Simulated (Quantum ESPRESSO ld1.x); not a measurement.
Values are calculated unless marked as measured or tabulated.
Problem. Ho15+, 52 electrons, occupied as [Kr] 4d10 4f4 5s2 (the NIST ground configuration). Code: ld1.x of Quantum ESPRESSO 7.5. Model: scalar-relativistic Kohn-Sham, LDA (Slater exchange, Perdew-Zunger correlation), spin-polarised, spherical densities, point nucleus; open shells are filled with parallel spins first. Some entries of the table are withheld. Estimate them.

| orbital | occ. | eigenvalue (hartree) | r(max) (bohr) | <r^2> (bohr^2) |
|---|---|---|---|---|
| 1s down | 1 | -2050.59 | 0.013 | 0.0005888 |
| 1s up | 1 | -2050.59 | 0.013 | 0.0005888 |
| 2s up | 1 | -353.779 | 0.074 | 0.009182 |
| 2s down | 1 | -353.775 | 0.074 | 0.009182 |
| 2p up | 3 | -314.992 | 0.060 | 0.007448 |
| 2p down | 3 | -314.989 | 0.060 | 0.007448 |
| 3s up | 1 | -89.1913 | 0.211 | 0.06047 |
| 3s down | 1 | -89.0926 | 0.211 | 0.06039 |
| 3p up | 3 | -77.3383 | 0.207 | 0.06076 |
| 3p down | 3 | -77.2403 | 0.207 | 0.06067 |
| 3d up | 5 | -62.2590 | 0.170 | 0.05074 |
| 3d down | 5 | -62.1825 | 0.170 | 0.05063 |
| 4s up | 1 | -27.5299 | 0.481 | 0.2911 |
| 4s down | 1 | -27.3491 | 0.481 | 0.2915 |
| 4p up | 3 | -23.5225 | 0.500 | 0.3230 |
| 4p down | 3 | -23.3470 | 0.500 | 0.3237 |
| 4d up | 5 | -18.1067 | 0.508 | 0.3628 |
| 4d down | 5 | -17.9364 | 0.508 | 0.3643 |
| 4f up | 4 | -12.0742 | 0.473 | 0.4109 |
| 4f down | 0 | -11.9019 | 0.473 | 0.4160 |
| 5s up | 1 | -11.8108 | 0.995 | (1) |
| 5s down | 1 | -11.7277 | 0.995 | (2) |
| 5p up | 0 | -10.4199 | 1.07 | 1.342 |
| 5p down | 0 | -10.3483 | 1.07 | 1.356 |
| 6s up | 0 | -6.60745 | (3) | 3.396 |
| 6s down | 0 | -6.58142 | (4) | 3.419 |

Solution. 
(1) 5s up <r^2> (bohr^2): 1.167
(2) 5s down <r^2> (bohr^2): 1.178
(3) 6s up r(max) (bohr): 1.78
(4) 6s down r(max) (bohr): 1.80
